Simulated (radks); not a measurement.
Sb XLVIII, configuration [He] 2s2.

Calculated with a radial shooting solver on a logarithmic mesh with Libxc functionals: Dirac Kohn-Sham, PBE, spin-unpolarised, spherical densities, point nucleus.

Energy parts (eV):
| part | energy |
|---|---|
| total | -89644.559 |
| kinetic | 96839.467 |
| electron-nucleus | -188749.259 |
| Hartree | 3451.840 |
| exchange-correlation | -1186.608 |

Orbitals (lengths in bohr, moments of r in powers of bohr; <r^-3> diverges for s and p1/2; r(max) is where P^2 peaks):
| orbital | occ. | eigenvalue (eV) | <r> | <r^-3> | r(max) | <r^2> | small-component weight |
|---|---|---|---|---|---|---|---|
| 1s1/2 | 2 | -34870.49 | 0.02829 | - | 0.01831 | 0.001082 | 3.54e-02 |
| 2s1/2 | 2 | -8388.520 | 0.1151 | - | 0.09999 | 0.01560 | 8.48e-03 |
| 2p1/2 | 0 | -8261.807 | 0.09600 | - | 0.07597 | 0.01121 | 8.40e-03 |
| 2p3/2 | 0 | -7965.419 | 0.1008 | 5358 | 0.08019 | 0.01225 | 8.08e-03 |
| 3s1/2 | 0 | -3612.473 | 0.2658 | - | 0.2563 | 0.08053 | 3.63e-03 |
| 3d3/2 | 0 | -3454.436 | 0.2148 | 307.4 | 0.1836 | 0.05290 | 3.47e-03 |
| 3d5/2 | 0 | -3429.502 | 0.2171 | 284.2 | 0.1858 | 0.05397 | 3.44e-03 |

The highest occupied level is 2s1/2 at -8388.5 eV. For comparison, the ionisation energy in NIST's Atomic Spectra Database is 8455 eV (theoretical). In exact Kohn-Sham theory the highest level is minus the ionisation energy, but local and semilocal functionals leave it too shallow, through self-interaction and a potential that decays too fast; potentials with the right tail come closer.
